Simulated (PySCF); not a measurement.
# Löwdin shares of the frontier orbitals

[Ti(CH3)4], C4H12Ti (singlet state).
Structure used (PBE0-D3(BJ)/def2-SVP), in Å, numbered top down from 1:
```
atom  x, y, z in Å
C1    -0.2911   -1.4274   -1.4443
Ti2    0.0083    0.0112   -0.0041
C3    -0.0545    1.8801   -0.8570
C4    -1.4876   -0.1521    1.3978
C5     1.8256   -0.2922    0.9098
H6    -1.1028   -1.1129   -2.1234
H7    -0.5676   -2.3863   -0.9733
H8     0.6330   -1.5688   -2.0323
H9     0.7011    2.5281   -0.3787
H10   -1.0527    2.3294   -0.7139
H11    0.1602    1.8167   -1.9379
H12   -2.4711   -0.1475    0.8962
H13   -1.3738   -1.0963    1.9577
H14   -1.4391    0.6963    2.1026
H15    2.0572   -1.3719    0.9178
H16    2.6266    0.2443    0.3720
H17    1.7857    0.0728    1.9514
```

Method used: TDDFT CAM-B3LYP/def2-SVPD, vertical, gas phase, core orbitals frozen in the response (PySCF 2.14.0, density-fitted response routines).

Frontier orbitals with the atoms that hold most of them (Löwdin shares over 4%, at most four atoms):

```json
{"orbital": "LUMO+2", "ε (eV)": "0.43", "atoms": "Ti2 62%"}
{"orbital": "LUMO+1", "ε (eV)": "-0.16", "atoms": "Ti2 83%"}
{"orbital": "LUMO", "ε (eV)": "-0.17", "atoms": "Ti2 83%"}
{"orbital": "HOMO", "ε (eV)": "-8.99", "atoms": "Ti2 35%, C3 32%, C5 15%"}
{"orbital": "HOMO-1", "ε (eV)": "-9.00", "atoms": "Ti2 35%, C5 20%, C1 19%, C4 6%"}
{"orbital": "HOMO-2", "ε (eV)": "-9.02", "atoms": "Ti2 35%, C4 32%, C1 16%"}
{"orbital": "HOMO-3", "ε (eV)": "-9.38", "atoms": "C3 16%, C5 16%, C1 15%, C4 14%"}
```

How does S1 compare with the orbital gap of 8.82 eV?

S1 is at 3.83 eV (f = 0.0000), 4.99 eV below the gap, made of HOMO-1/HOMO→LUMO/LUMO+1 (≥84%). S1/S2/S3 lie within about 0.01 eV of each other. 

For S1 the Löwdin share of titanium is 35% in HOMO-1 and 83% in LUMO.

Next come S2 at 3.84 eV (f 0.0000), HOMO-2→LUMO/LUMO+1 (≥57%), HOMO-1/HOMO→LUMO/LUMO+1 (≥38%); S3 at 3.84 eV (f 0.0000), HOMO-1/HOMO→LUMO/LUMO+1 (≥61%), HOMO-2→LUMO/LUMO+1 (≥32%); S4 at 4.10 eV (f 0.0000), HOMO-1/HOMO→LUMO/LUMO+1 (≥75%); S5 at 4.11 eV (f 0.0000), HOMO-1/HOMO→LUMO/LUMO+1 (≥79%).

Orbitals of the list HOMO-3 to LUMO+2 that lie within 0.01 eV of each other are written together with a slash and their weights summed (≥ marks a lower bound); for degenerate orbitals outside that list single weights are arbitrary.

On Arm Neoverse V1, one thread, no GPU, on a shared host, this took 4.3 min wall and 0.99 GiB of memory at its peak.
